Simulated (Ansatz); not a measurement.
`CSBCl` + `O[SiH3]` → `CSBO[SiH3]` + HCl at 600 K and 1 bar (ligand exchange at a B–Cl bond).

Isolated molecules relaxed with PBE0-D4/def2-TZVP in Ansatz; ΔE leaves out vibrations. CCSD(T)/CBS is the MP2 limit (def2-TZVPP, def2-QZVPP) plus CCSD(T) − MP2 in def2-TZVPP, frozen cores. This one scheme is used for every species. Each species was taken in one conformer, which may not be the lowest.

```json
{"species": "`CSBCl`", "CCSD(T)/CBS energy (Eh)": "-922.86962", "H − E (kJ/mol)": "187.4", "S (J/(mol·K))": "392.2"}
{"species": "`O[SiH3]`", "CCSD(T)/CBS energy (Eh)": "-366.69042", "H − E (kJ/mol)": "135.7", "S (J/(mol·K))": "307.9"}
{"species": "`CSBO[SiH3]`", "CCSD(T)/CBS energy (Eh)": "-829.19213", "H − E (kJ/mol)": "285.1", "S (J/(mol·K))": "484.7"}
{"species": "HCl", "CCSD(T)/CBS energy (Eh)": "-460.38127", "H − E (kJ/mol)": "35.4", "S (J/(mol·K))": "207.2"}
```

H − E and S are ideal-gas, rigid-rotor, harmonic terms from PBE0-D4/def2-TZVP, for one conformer and one mirror image of each species. 1 Eh = 2625.50 kJ/mol, R = 8.31446 J/(mol·K).

**Question.** By hand: ΔE, ΔH, ΔS and ΔG.

**Answer.** ΔE = (-829.19213) + (-460.38127) − (-922.86962) − (-366.69042) = -0.01336 Eh = -35.1 kJ/mol. Δ(H − E) = 285.1 + 35.4 − 187.4 − 135.7 = -2.6, so ΔH = -37.7 kJ/mol. ΔS = 484.7 + 207.2 − 392.2 − 307.9 = -8.2 J/(mol·K). ΔG = -37.7 − 600 × (-8.2)/1000 = -32.8 kJ/mol.

**Question.** By hand: the equilibrium constant, and the temperature at which ΔG would vanish if ΔH and ΔS stayed fixed.

**Answer.** log₁₀ K = −ΔG/(RT ln 10) = 2.9. ΔG = 0 at ΔH/ΔS = 4598 K, far beyond where these terms or the molecules hold.

The number of gas molecules stays the same, so ΔS is small and ΔH decides. A doubt of 5 kJ/mol in ΔE shifts log₁₀ K by 0.4 here. Other conformers and mirror images would add mixing entropy, several J/(mol·K) or more a flexible species. Modes under 60 cm⁻¹, often nearly free rotors, make the harmonic entropy too high. These are equilibria of isolated gas molecules and say nothing of rates. Largest T1 diagnostic: 0.013 (customary marks: 0.02 for closed shells, 0.045 for open ones).
